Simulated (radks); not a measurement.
Bi40+, configuration [Kr] 4d7. Method: scalar-relativistic Kohn-Sham, r2SCAN, spin-polarised, spherical densities, finite nucleus; open shells are filled with parallel spins first (spin-orbit coupling, left out, can overturn this in heavy ions); meta-GGA in the generalised Kohn-Sham scheme; Fermi nuclear charge, rms radius 5.5211 fm; computed with a radial shooting solver on a logarithmic mesh with Libxc functionals.

X-ray form factor f0, the Fourier transform of the density (f0(0) = 43):

| sin(theta)/lambda (1/angstrom) | f0 (electrons) |
|---|---|
| 0.05 | 42.948 |
| 0.1 | 42.792 |
| 0.15 | 42.534 |
| 0.2 | 42.177 |
| 0.25 | 41.725 |
| 0.3 | 41.183 |
| 0.4 | 39.857 |
| 0.5 | 38.256 |
| 0.6 | 36.447 |
| 0.8 | 32.483 |
| 1 | 28.485 |
| 1.25 | 24.024 |
| 1.5 | 20.483 |
| 2 | 15.915 |
